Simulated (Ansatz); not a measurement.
The cluster K₅H₅, relaxed as a singlet with RKS PBE-D4/def2-SVP in Ansatz, starting from the GFN2-xTB geometry. Force threshold 0.02 eV/Å.

Another isomer (singlet) lies 0.38 eV lower at PBE0-D4/def2-TZVP; other spin states weren't run for this one.

Start:

```csv
atom,x (Å),y (Å),z (Å)
K1,-3.265,-0.690,-1.353
K2,2.287,2.061,2.182
K3,-0.242,-2.443,-1.303
K4,2.335,0.185,-0.781
K5,-1.088,0.865,1.239
H6,0.391,1.682,1.954
H7,-2.347,0.279,0.052
H8,-2.033,-2.122,-1.832
H9,0.872,-0.981,-0.796
H10,3.091,1.165,0.638
```

```
step  energy (eV)  largest force component (eV/Å)  SCF passes
   1  -81656.7989                           3.042          15
   2  -81659.5455                           1.970          16
   3  -81661.4587                           1.097          17
   4  -81662.4922                           0.575          16
   5  -81662.9363                           0.322          15
   6  -81663.1110                           0.210          17
   7  -81663.1949                           0.102          17
   8  -81663.2569                           0.073          16
   9  -81663.3027                           0.075          15
  10  -81663.3343                           0.087          16
  11  -81663.3786                           0.101          15
  12  -81663.4263                           0.088          15
  13  -81663.4596                           0.040          16
  14  -81663.4847                           0.040          15
  15  -81663.5107                           0.068          15
  16  -81663.5320                           0.053          16
  17  -81663.5416                           0.018          17
  18  -81663.5433                           0.019          16
  19  -81663.5439                           0.020          17
  20  -81663.5444                           0.010          17
```

Force components are those of the run's own axes.

End:

```xyz
10

K    -4.7101   -1.4148   -1.5892
K     3.1595    3.2253    2.5308
K    -1.0661   -2.1514   -1.7370
K     2.9264    0.2120    0.3425
K    -0.8648    0.6516    0.9276
H     1.1418    1.9444    1.8276
H    -2.8493   -0.4350   -0.2528
H    -3.2288   -2.8614   -2.8780
H     0.8013   -0.9461   -0.4734
H     4.6901    1.7753    1.3018
```

Bonds formed: K5–H9 (atoms count from 1). Metal–metal contacts that move far: K3–K4 3.72 to 5.08 Å, K2–K5 3.70 to 5.04 Å, K1–K5 3.73 to 5.04 Å.

The force fell under the threshold at step 17, but the optimiser went on and released 0.003 eV more. No frequencies were taken in this run, so the end may be a saddle point.

Hardware: 4 threads of Arm Neoverse V1 on a shared host. Wall time 58 s.
